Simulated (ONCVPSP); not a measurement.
## Which change was made? (Cd, ONCV)

Cd, optimised norm-conserving Vanderbilt (ONCV), made with ONCVPSP 4.0.1 (PBEsol, scalar-relativistic). Core [Ar] 3d10 4s2, reference 4p6 4d10 5s1.75 5p0.25. Waves: 5s: rc 2.40 bohr, ncon 4, nbas 8, qcut 2.8 1/bohr, 2 projectors, debl 0.7 Ha; 4p+5p: rc 1.50 bohr, ncon 4, nbas 8, qcut 11.6 1/bohr, 2 projectors; 4d: rc 1.50 bohr, ncon 3, nbas 7, qcut 10.1 1/bohr, 2 projectors, debl 1.2 Ha. Local part: polynomial inside 1.25 bohr (lpopt 1, dvloc0 0 Ha). Core correction: none.

Cutoffs, loose and tight: the cutoffs (Ha) at which the residual kinetic energy of the hardest occupied pseudo-wave falls to 1 and 0.1 mHa per electron. They do not see the model core or the augmentation charge, which bear on the density cutoff. Test errors are all-electron minus pseudo excitation energies from the reference, over the configurations 4p6 4d10 5s2 5p0; 4p6 4d10 5s1 5p0; 4p6 4d10 5s0 5p0; 4p6 4d9 5s2 5p1; variants that change the core or the reference have their own tests. The largest error is taken over the tests solved by every variant that gives reliable tests at all, those not shown here included: 4p6 4d10 5s1 5p0; 4p6 4d10 5s2 5p0; 4p6 4d9 5s2 5p1.

The base gives: outcome: generated; cutoff, loose: 34 Ha; cutoff, tight: 41 Ha; bound ghosts: s; GHOST(+) flags above zero: none; largest test error (meV): -11.

(1) After one change the result is: outcome: generated; cutoff, loose: 79 Ha; cutoff, tight: 137 Ha; bound ghosts: s; GHOST(+) flags above zero: none; largest test error (meV): +26. Which change was it?
A. s: qcut 1.7; p: qcut 7.2; d: qcut 6.2
B. local potential polynomial inside 1.25 bohr (lpopt 1, dvloc0 4 Ha)
C. reference 4p6 4d10 5s2; wave 4p+5p: rc 1.50 bohr, ncon 4, nbas 8, qcut 11.6 1/bohr, 2 projectors becomes 4p: rc 1.50 bohr, ncon 4, nbas 8, qcut 11.6 1/bohr, 2 projectors, debl 0.3 Ha

Answers

(1) A. The others give: local potential polynomial inside 1.25 bohr (lpopt 1, dvloc0 4 Ha) → outcome: generated; cutoff, loose: 34 Ha; cutoff, tight: 41 Ha; bound ghosts: none; GHOST(+) flags above zero: s; largest test error (meV): -4.8 | reference 4p6 4d10 5s2; wave 4p+5p: rc 1.50 bohr, ncon 4, nbas 8, qcut 11.6 1/bohr, 2 projectors becomes 4p: rc 1.50 bohr, ncon 4, nbas 8, qcut 11.6 1/bohr, 2 projectors, debl 0.3 Ha → outcome: generated, projector energies reset by the program; cutoff, loose: 34 Ha; cutoff, tight: 41 Ha; bound ghosts: s; GHOST(+) flags above zero: none; largest test error (meV): +49.
